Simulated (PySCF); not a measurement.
**Working out the excitation energy of N**

N [He] 2s2 2p3 (4S) → N [He] 2s1 2p4 (4P). All numbers are calculated (PySCF 2.14, no relativity, point nucleus, in aug-cc-pVTZ). Frozen: 1s2. Energies in hartree (1 hartree = 27.21139 eV):

| part | N (lower) | N (upper) |
| --- | --- | --- |
| UHF | -54.401162 | -54.000965 |
| MP2 opposite-spin | -0.067707 | -0.063165 |
| MP2 same-spin | -0.029778 | -0.029152 |

**Question.** What does Hartree-Fock give?

**Answer.** (-54.000965) − (-54.401162) = 0.400197 hartree = 10.890 eV.

**Question.** What do MP2 and SCS-MP2 (6/5 opposite-spin, 1/3 same-spin) give?

**Answer.** The opposite-spin parts differ by 0.124 eV and the same-spin parts by 0.017 eV. MP2: 10.890 + (0.124) + (0.017) = 11.031 eV. SCS-MP2: 10.890 + 1.2 × (0.124) + (0.017)/3 = 11.044 eV.

Measured between the centres of the two terms (NIST): 10.927 eV, so MP2 (valence) is off by 0.104 eV.

What remains against the reference includes basis incompleteness, the frozen core and correlation beyond second order.
